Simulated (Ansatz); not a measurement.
The inner images of a band of CH6GeS + H2O (12 atoms, charge 0, multiplicity 1) are given out of order.

Level of theory: Ansatz, RKS PBE-D4/def2-SVP.

Image 0:

```xyz
12
Properties=species:S:1:pos:R:3
Ge -0.993 -0.429 0.683
S 0.982 -1.529 0.990
H -1.692 -1.061 -0.548
H -1.869 -0.637 1.951
C -0.487 1.436 0.391
H 1.379 -0.700 -1.202
O 1.291 -0.115 -1.992
H 0.483 -2.754 0.662
H 0.172 1.439 -0.499
H -1.388 2.052 0.198
H 0.048 1.841 1.272
H 2.075 0.458 -1.907
```

Image 6:

```xyz
12
Properties=species:S:1:pos:R:3
Ge -1.100 -0.039 -0.551
S 2.269 -1.278 1.195
H -2.142 0.403 -1.624
H -1.674 -1.181 0.324
C -0.436 1.474 0.500
H 1.621 -1.200 -0.020
O 0.276 -0.872 -1.424
H 1.456 -2.293 1.598
H -0.014 2.258 -0.160
H -1.264 1.916 1.089
H 0.353 1.108 1.187
H 0.655 -0.295 -2.114
```

Task: Put them in order from the first end to the last, with their energies above the first end.
A.
```xyz
12
Properties=species:S:1:pos:R:3
Ge -0.880 -0.166 -0.336
S 1.891 -1.057 1.088
H -1.959 0.135 -1.409
H -1.371 -1.284 0.618
C -0.425 1.532 0.557
H 1.539 -1.098 -0.283
O 0.388 -0.971 -1.438
H 1.278 -2.254 1.291
H 0.386 2.058 0.015
H -1.331 2.173 0.531
H -0.101 1.380 1.604
H 0.585 -0.449 -2.239
```
B.
```xyz
12
Properties=species:S:1:pos:R:3
Ge -0.765 -0.220 0.299
S 1.290 -0.937 1.033
H -1.130 -0.338 -1.201
H -1.793 -1.042 1.115
C -0.566 1.667 0.773
H 1.444 -1.200 -1.184
O 1.033 -1.331 -2.071
H 1.016 -2.271 1.064
H 0.235 2.106 0.145
H -1.498 2.238 0.603
H -0.264 1.746 1.833
H 0.999 -0.418 -2.411
```
C.
```xyz
12
Properties=species:S:1:pos:R:3
Ge -0.757 -0.221 -0.112
S 1.633 -0.899 1.062
H -1.706 0.013 -1.353
H -1.447 -1.306 0.748
C -0.446 1.580 0.602
H 1.335 -1.107 -0.711
O 0.526 -1.101 -1.459
H 1.266 -2.193 1.283
H 0.356 2.071 0.016
H -1.373 2.181 0.501
H -0.119 1.516 1.656
H 0.731 -0.533 -2.232
```
D.
```xyz
12
Properties=species:S:1:pos:R:3
Ge -0.873 -0.349 0.490
S 1.123 -1.280 1.071
H -1.286 -0.804 -0.927
H -1.930 -0.804 1.537
C -0.528 1.576 0.620
H 1.389 -1.020 -1.267
O 1.118 -0.689 -2.153
H 0.700 -2.568 0.941
H 0.220 1.875 -0.138
H -1.465 2.141 0.446
H -0.147 1.819 1.630
H 1.679 0.102 -2.251
```
E.
```xyz
12
Properties=species:S:1:pos:R:3
Ge -1.032 -0.088 -0.474
S 2.133 -1.247 1.215
H -2.148 0.272 -1.500
H -1.484 -1.244 0.450
C -0.437 1.500 0.510
H 1.641 -1.116 -0.068
O 0.329 -0.847 -1.435
H 1.377 -2.361 1.411
H 0.257 2.099 -0.112
H -1.312 2.130 0.767
H 0.093 1.193 1.431
H 0.583 -0.290 -2.194
```

Result: D (+6.4 kJ/mol), B (+27.1 kJ/mol), C (+97.7 kJ/mol), A (+46.3 kJ/mol), E (+26.0 kJ/mol).

Time of the run: 3.7 min on 2 threads of Arm Neoverse V1 (shared host), peak memory 0.17 GiB.
